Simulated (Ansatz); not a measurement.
Cost and result up the ladder for GeF2 (3 atoms). Charge 0, multiplicity 1. Geometry: PBE0-D4/def2-TZVP.

```csv
atom,x (Å),y (Å),z (Å)
Ge1,-0.433,-0.003,0.636
F2,-0.142,-1.232,-0.568
F3,0.575,1.235,-0.068
```

Ansatz on 4 threads of Arm Neoverse V2 on a shared host. Times are rough, and most runs start from the orbitals of an earlier one. ωB97M-V/def2-TZVP serves as the yardstick here, not as an exact answer. Differences are given only for rows in sets of like size (and for xTB, whose basis is part of the method), since another set adds its own error. Binding counts from free atoms at the same level (Ge triplet, F doublet; other spins of the atoms weren't run), without zero-point energy or a counterpoise term.

The 6-31G sets use Cartesian d functions. LC-ωPBE has ω = 0.4 bohr⁻¹. B3LYP takes the VWN-RPA correlation. Correlated methods freeze 11 core orbitals; core or outer-core shells of Ge are correlated, in sets that lack core-valence functions. The structure comes from a short search, and lower isomers may exist.

Correlated methods converge slowly with the basis.

| level | functions | wall time | binding energy per atom (eV) | difference from ωB97M-V/def2-TZVP (eV) |
| --- | --- | --- | --- | --- |
| HF/STO-3G | 28 | 0.1 s | 1.91 | – |
| HF/6-31G | 47 | 0.15 s | 2.08 | – |
| PBE-D4/def2-SVP | 60 | 0.3 s | 3.86 | – |
| B3LYP-D4/6-31G | 47 | 0.35 s | 3.44 | – |
| PBE0-D4/def2-SVP | 60 | 0.45 s | 3.60 | – |
| PBE-D4/def2-TZVP | 110 | 0.5 s | 3.87 | 0.15 |
| MP2/def2-TZVP | 110 | 0.5 s | 3.82 | 0.10 |
| LC-ωPBE/def2-TZVP | 110 | 0.65 s | 3.70 | -0.02 |
| PBE-D4/def2-TZVPD | 134 | 0.7 s | 3.88 | 0.15 |
| r2SCAN-D4/def2-TZVP | 110 | 1.1 s | 3.73 | 0.01 |
| r2SCANh-D4/def2-TZVP (with forces) | 110 | 1.5 s | 3.65 | -0.07 |
| r2SCAN-D4/def2-TZVPD | 134 | 1.6 s | 3.74 | 0.02 |
| ωB97M-V/def2-TZVP | 110 | 1.6 s | 3.72 | 0.00 |
| B97M-V/def2-TZVP | 110 | 1.6 s | 3.75 | 0.03 |
